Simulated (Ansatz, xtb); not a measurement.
Species: sum formula TaO2Cl (charge -1, doublet). The spin state was set by rule; other spins were not relaxed. SMILES of the parent species: [O]=[Ta](=[O])[Cl]
Structure (B3LYP-D3(BJ)/def2-TZVP (Ansatz, a quantum-chemistry and plane-wave program) minimum search):
```
Ta
O 1 1.7740
O 1 1.7740 2 111.74
Cl 1 2.4392 2 120.40 3 149.94
```
Charge -1, spin multiplicity 2.

Harmonic wavenumbers from GFN2-xTB (xtb, at its own minimum), cm⁻¹: 106, 121, 194, 241, 693, 694.

**Question.** Give the harmonic wavenumbers at B3LYP-D3(BJ)/def2-TZVP (Ansatz, finite differences of forces, unscaled).

**Answer.** 69, 135, 262, 338, 870, 927 cm⁻¹. Zero-point energy 3.7 kcal/mol.

**Question.** From these and the geometry, give the ideal-gas thermochemistry at 298.15 K and 1 atm (rigid rotor, harmonic oscillator).

**Answer.** Point group Cs, rotational symmetry number 1. Rotational constants 6.918, 2.212, 1.723 GHz. S(trans) 42.43, S(rot) 26.90, S(vib) 10.20, S(elec, spin only) 1.38, S 80.9 cal/(mol K). H(298) - H(0) 3.89 kcal/mol; G - E(el) -16.5 kcal/mol.
